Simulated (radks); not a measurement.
Excited configurations of Mg II: one electron is placed in a higher orbital outside [Ne]. The ground configuration is [Ne] 3s1. Calculated with a radial shooting solver on a logarithmic mesh with Libxc functionals: scalar-relativistic Kohn-Sham, PBEsol, spin-unpolarised, spherical densities, point nucleus. Excitation = E - E(ground); binding = E(ion) - E, where the ion is the core of charge +2; n* = 2/sqrt(2 binding) in atomic units, and the quantum defect is n - n*.

outer orbital  excitation (eV)  binding (eV)  quantum defect  eigenvalue (eV)  <r> (bohr)
5s                      11.066         3.750           1.190           -2.999       11.16
6s                      12.401         2.415           1.253           -1.957       17.46
7s                      13.130         1.686           1.319           -1.380       25.19
7p                      13.307         1.509           0.995           -1.233       27.76
7d                      13.566         1.250           0.402           -1.017       32.74

The Delta-SCF ionisation energy is 14.816 eV (NIST Atomic Spectra Database: 15.035 eV, measured). Self-interaction in the functional shifts the binding energies and quantum defects, so they are the method's values and not measured ones. Spin polarisation and multiplet splitting are left out, so open shells lie too high by an amount that depends on their filling.

Beside tabulated values, note that spin-unpolarised runs miss the spin-polarisation part of the exchange energy of open shells.
